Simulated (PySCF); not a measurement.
Here is a computed PBE0-D3(BJ)/def2-SVP geometry (Å):
```
atom  x, y, z in Å
C1    -3.5446   -0.1884    0.5373
S2    -1.9805    0.7092    0.8091
Si3   -0.6995   -0.6481   -0.2205
O4     0.8039    0.1673   -0.1080
C5     1.8408   -0.4486   -0.6930
C6     3.1248    0.3062   -0.5553
O7     1.6999   -1.5022   -1.2628
H8    -4.3377    0.4220    0.9892
H9    -3.5408   -1.1723    1.0276
H10   -3.7645   -0.3067   -0.5339
H11   -1.1230   -0.8023   -1.6385
H12   -0.6276   -1.9660    0.4664
H13    3.3406    0.4768    0.5093
H14    3.0191    1.2955   -1.0241
H15    3.9407   -0.2522   -1.0266
```

Charge 0, singlet.

(1) Read off the bonds between heavy atoms and their formal orders.

(2) Which species is it?

(3) Classify the heavy atoms.

(4) What is the arrangement about O4?

(5) What is the arrangement about C6?

Results:

(1) C1–S2 1.82 Å (single); S2–Si3 2.13 Å (single); Si3–O4 1.71 Å (single); O4–C5 1.34 Å (single); C5–C6 1.50 Å (single); C5–O7 1.21 Å (double). Bonds to hydrogen (Å): C1–H8 1.10; C1–H9 1.10; C1–H10 1.10; Si3–H11 1.49; Si3–H12 1.49; C6–H13 1.10; C6–H14 1.10; C6–H15 1.10.

(2) `CS[SiH2]OC(C)=O`, C3H8O2SSi.

(3) C1: S-methyl carbon; S2: sulfur bonded to C and Si; Si3: oxygen-bound silicon; O4: oxygen singly bound to a carbonyl carbon; C5: carbonyl carbon; C6: methyl carbon next to a carbonyl; O7: carbonyl oxygen.

(4) It has 2 neighbours (Si3, C5) and is bent (angle 115.6°).

(5) It has 4 neighbours (C5, H13, H14, H15) and is tetrahedral (angles from 107.0° to 110.5°).
